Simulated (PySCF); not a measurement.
C₉H₆N₂.
Atom-mapped SMILES: `[N:1]#[C:2][c:3]1[cH:4][cH:5][n:6]2[cH:7][cH:8][cH:9][cH:10][c:11]12` (hydrogens: H12 on C4; H13 on C5; H14 on C7; H15 on C8; H16 on C9; H17 on C10)

All values: CAM-B3LYP/def2-SVPD (PySCF, non-relativistic), on one gas-phase PBE0-D3(BJ)/def2-SVP geometry that isn't relaxed in the solvent. The solvent is an IEF-PCM continuum (Bondi radii, 1.10 Å for H, scaled by 1.2). Only the electrostatic response of the medium enters.

Gas phase at CAM-B3LYP/def2-SVPD: HOMO -7.28 eV, LUMO -0.52 eV, dipole 6.56 D.

Question: What does the continuum do to the energy, the frontier levels and the dipole at CAM-B3LYP/def2-SVPD in acetone and dimethylsulfoxide?

Answer: 
```tsv
solvent	ε	E(solvent) − E(gas) (kcal/mol)	polarisation term (kcal/mol)	distortion of the solute (kcal/mol)	HOMO (eV)	LUMO (eV)	dipole (D)
acetone	20.49	-9.24	-11.62	2.38	-7.14	-0.27	8.99
dimethylsulfoxide	46.83	-9.68	-12.29	2.61	-7.13	-0.26	9.12
```

Polarisation term: ½ Σ q·V over the induced surface charges. Distortion: the rise of the solute's own energy as its density leaves the gas-phase optimum. From acetone to dimethylsulfoxide the lowering changes by a factor 1.05, Onsager's factor (ε − 1)/(2ε + 1) by 1.04 and ε itself by 2.3.

Question: Which radius a makes the point-dipole formula ΔE = −[(ε − 1)/(2ε + 1)]·μ²/a³ give the value in dimethylsulfoxide, with the gas-phase dipole?

Answer: μ = 2.581 au and |ΔE| = 0.01543 Eh give a = 3.14 Å; the farthest nucleus lies 4.07 Å from the centroid of the nuclei, so such a sphere wouldn't even hold the nuclei. The formula assumes a rigid point dipole at the centre of a sphere.

Question: How does the static polarisability (CAM-B3LYP/def2-SVPD, frozen core, with the continuum's full static response) change?

Answer: 
```
           medium  isotropic (au)  principal values (au)  ⟨r²⟩ of the electrons (bohr²)
              gas           118.9     61.9, 127.1, 167.7                         1579.6
          acetone           170.4     85.2, 181.8, 244.3                         1580.5
dimethylsulfoxide           173.5     87.1, 184.9, 248.5                         1580.6
```

The isotropic value in dimethylsulfoxide is 1.46 times the gas-phase one; no cavity-field correction is applied. ⟨r²⟩ is taken about the centre of nuclear charge.
